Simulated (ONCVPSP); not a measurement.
## Which change was made? (Zr, ONCV)

```
Element                 : Zr (Z = 40)
Generator               : ONCVPSP 4.0.1
Type                    : optimised norm-conserving Vanderbilt (ONCV)
Functional              : PBE
Relativity              : fully relativistic
Frozen core             : [Ar] 3d10
Valence charge          : 12
Reference configuration : 4s2 4p6 4d2 5s2
Partial waves           : 4s+5s: rc 1.80 bohr, ncon 4, nbas 8, qcut 5.1 1/bohr, 2 projectors; 4p: rc 1.45 bohr, ncon 4, nbas 8, qcut 5.9 1/bohr, 2 projectors, debl 1.7 Ha; 4d: rc 2.80 bohr, ncon 4, nbas 9, qcut 5 1/bohr, 2 projectors, debl 1.4 Ha
Local potential         : polynomial inside 1.05 bohr (lpopt 1, dvloc0 2 Ha)
Core correction         : Teter function, fcfact 4.25, rcfact 1.4
```

Open shells are filled in proportion to 2j + 1.

Cutoffs, loose and tight: the cutoffs (Ha) at which the residual kinetic energy of the hardest occupied pseudo-wave falls to 1 and 0.1 mHa per electron. They do not see the model core or the augmentation charge, which bear on the density cutoff. Test errors are all-electron minus pseudo excitation energies from the reference, over the configurations 4s2 4p6 4d2 5s1; 4s2 4p6 4d2 5s0; 4s2 4p6 4d1 5s0; 4s2 4p6 4d1 5s2 5p1; variants that change the core or the reference have their own tests.

The base gives: outcome: generated; cutoff, loose: 21 Ha; cutoff, tight: 88 Ha; bound ghosts: none; GHOST(+) flags above zero: s; largest test error (meV): +28.

After one change the result is: outcome: generated; cutoff, loose: 21 Ha; cutoff, tight: 88 Ha; bound ghosts: none; GHOST(+) flags above zero: s; largest test error (meV): -7.2. Which change was it?
A. p: nbas 7
B. d: qcut 7.5
C. reference 4s2 4p6 4d2 5s1.75 5p0.25; wave 4p: rc 1.45 bohr, ncon 4, nbas 8, qcut 5.9 1/bohr, 2 projectors, debl 1.7 Ha becomes 4p+5p: rc 1.45 bohr, ncon 4, nbas 8, qcut 5.9 1/bohr, 2 projectors

C. The others give: p: nbas 7 → outcome: generated; cutoff, loose: 30 Ha; cutoff, tight: 65 Ha; bound ghosts: none; GHOST(+) flags above zero: s; largest test error (meV): +28 | d: qcut 7.5 → outcome: generated; cutoff, loose: 21 Ha; cutoff, tight: 88 Ha; bound ghosts: none; GHOST(+) flags above zero: s; largest test error (meV): +5.7.
